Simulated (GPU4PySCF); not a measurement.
Pt(Cl)2(bpy) (C₁₀H₈Cl₂N₂Pt), SMILES [Cl][Pt]1([Cl])<-[n]2ccccc2-c2cccc[n]->12, multiplicity 1.

The structure is a stationary point at B3LYP-D3(BJ)/def2-TZVP. The multiplicity is an assumed one; no other spin state was optimised. The isomer is the one that the SMILES or the coordinates give; other isomers of the formula were not compared. The def2 effective core potentials stand for the cores of Pt; spin–orbit coupling is left out. Other conformers were not sampled.

Computed with TDDFT-B3LYP/def2-SVPD (GPU4PySCF).

Vertical excitations. 

### Question
List the lowest excited states. (The exact figures need the calculation; the answer reports its results.)

### Answer

```tsv
state	energy (eV)	λ (nm)	f	main pairs
S1	2.16	575	0.005	HOMO→LUMO 98 %
S2	2.40	517	0.000	HOMO−1→LUMO 99 %
S3	2.62	473	0.000	HOMO−3→LUMO 99 %
S4	2.64	470	0.064	HOMO−2→LUMO 94 %
S5	2.94	422	0.000	HOMO−4→LUMO 99 %
S6	3.14	395	0.008	HOMO→LUMO+1 97 %
S7	3.37	368	0.005	HOMO−2→LUMO+1 56 %, HOMO→LUMO+2 43 %
S8	3.39	366	0.000	HOMO−1→LUMO+1 88 %
S9	3.48	356	0.000	HOMO→LUMO+3 86 %
S10	3.57	347	0.000	HOMO−1→LUMO+3 93 %
S11	3.59	345	0.079	HOMO→LUMO+2 52 %, HOMO−2→LUMO+1 42 %
S12	3.60	344	0.000	HOMO−1→LUMO+2 92 %
T1	2.03	612	0	HOMO→LUMO 97 %
T2	2.21	561	0	HOMO−2→LUMO 97 %
T3	2.35	527	0	HOMO−1→LUMO 98 %
T4	2.54	489	0	HOMO−3→LUMO 98 %
```
Triplets are in the Tamm–Dancoff approximation, which puts them higher than full response would, so one can lie above its singlet here.
